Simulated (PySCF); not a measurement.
Computed IR spectrum (relative IR intensity) of a molecule C4H6O. Geometry: B3LYP-D3(BJ)/def2-SVP. The values are those of a single conformer. The numbers are results of B3LYP-D3(BJ)/def2-SVP run with PySCF 2.14.0, not measurements. Harmonic, unscaled wavenumbers; measured fundamentals usually lie a few per cent lower.

ν (cm⁻¹): 115 (w), 254 (w), 685 (w), 824 (vw), 995 (s), 1054 (w), 1216 (vw), 1379 (m), 1421 (m), 1424 (vw), 1478 (w), 1825 (vs), 2888 (vs), 3128 (w), 3171 (w) (against the strongest line: vs over 80 %, s over 45 %, m over 15 %, w over 4 %, vw less)

Task: Identify the compound among the candidates.
(A) C1=COCC1
(B) O=CC1CC1
(C) CC1=COC1
(D) C#CCCO

Result: B, O=CC1CC1
